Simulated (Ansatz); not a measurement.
Molecule: C$_{2}$H$_{6}$ClSi, charge 0, multiplicity 2. It need not be the lowest isomer of its formula. 
Structure (B3LYP-D3(BJ)/def2-TZVP (Ansatz, a program for electronic structure) minimum search):
```
Si
C 1 1.8774
H 2 1.0899 1 111.25
H 2 1.0920 3 108.55 1 -121.45
H 2 1.0940 3 108.37 4 -117.68
C 1 1.8774 2 111.78 3 177.95
H 6 1.0899 1 111.25 2 -177.95
H 6 1.0920 7 108.55 1 121.45
H 6 1.0940 7 108.37 8 117.68
Cl 1 2.0898 2 107.91 3 59.44
```
Charge 0, spin multiplicity 2.

Total electronic energies in hartree. Cores are frozen in the correlated levels unless marked. Open shells are spin-unrestricted. No spin-orbit coupling. Non-relativistic unless marked X2C. CBS(X,Y): correlation extrapolated as X^-3; Hartree-Fock from the larger set. [CCSD(T)-MP2]/basis is that difference in the basis named.

```csv
level,program,energy (Eh)
PBE-D4/def2-TZVPD,Ansatz + dftd4,?
r2SCAN-D4/def2-TZVPD,Ansatz + dftd4,-829.49563
r2SCANh/def2-TZVPD,Ansatz,-829.48848
wB97X-V/def2-TZVPD,Ansatz,-829.45802
B2GP-PLYP/def2-TZVPD,Ansatz,?
B2PLYP-D3(BJ)/def2-TZVPD,Ansatz + dftd3,?
SCS-MP2/aug-cc-pV(D+d)Z,Ansatz,-828.25490
X2C-CCSD(T)/cc-pVTZ-DK,Ansatz,-830.52918
"RI-MP2/CBS(cc-pV(T+d)Z,cc-pV(Q+d)Z)+[CCSD(T)-MP2]/cc-pV(T+d)Z",Ansatz,-828.5921
```

Complete the blanks.


- PBE-D4/def2-TZVPD, energy (Eh): -829.15207
- B2GP-PLYP/def2-TZVPD, energy (Eh): -829.15811
- B2PLYP-D3(BJ)/def2-TZVPD, energy (Eh): -829.26962
